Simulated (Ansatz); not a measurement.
Reactions of C₂H₁₀GeSi (`[CH3][GeH]([CH3])[SiH3]`).

Computed with Ansatz on PBE0-D4/def2-TZVP structures; ΔE is electronic, products minus reactants. CBS: MP2 limit from def2 TZ/QZ plus the TZ coupled-cluster correction, frozen cores. This one scheme is used for every species. Functionals use def2-TZVPP. For Ge outer-core shells are correlated without core-valence functions, which leaves a few kJ/mol of doubt a bond. Scalar relativity is left out up to krypton. One conformer a species, not always the lowest.

| reaction | B2PLYP (eV) |
| --- | --- |
| `[CH3][GeH]([CH3])[SiH3]` + `C#N` → `[CH3][GeH]([CH3])[C]#N` + SiH₄ | -0.32 |
| `[CH3][GeH]([CH3])[SiH3]` + `C#CC([SiH3])[SiH3]` → `C#[C][GeH]([CH3])[CH3]` + `[SiH3]C([SiH3])[SiH3]` | -0.41 |
| `[CH3][GeH]([CH3])[SiH3]` + `CO[SiH](O)Cl` → `[CH3][GeH2][CH3]` + `CO[SiH](Cl)O[SiH3]` | -0.96 |
| `[CH3][GeH]([CH3])[SiH3]` → `C[SiH2][CH2][GeH3]` | 0.04 |
| `[CH3][GeH]([CH3])[SiH3]` → `C[SiH2][GeH2][CH3]` | -0.09 |
| `[CH3][GeH]([CH3])[SiH3]` + `[SiH3][NH][GeH3]` → `[SiH3][N]([SiH3])[GeH3]` + `[CH3][GeH2][CH3]` | -0.44 |
| `[CH3][GeH]([CH3])[SiH3]` → `[CH3][GeH2][CH3]` + `[SiH2]` | 2.54 |
| `[CH3][GeH]([CH3])[SiH3]` + CH₃OH → `C[O][GeH]([CH3])[SiH3]` + CH₄ | -0.53 |
| `[CH3][GeH]([CH3])[SiH3]` → `C[SiH3]` + `[CH3][GeH]` | 1.62 |
| `[CH3][GeH]([CH3])[SiH3]` + H₂ → `[CH3][GeH2][CH3]` + SiH₄ | -0.14 |

Problem. Give the CCSD(T)/CBS values in the same order. (An estimate is asked.)

Solution. The calculation gave: -0.26, -0.47, -0.92, 0.01, -0.09, -0.47, 2.61, -0.48, 1.76, -0.05 eV.

Largest T1 diagnostic: 0.014, for `C#N`.
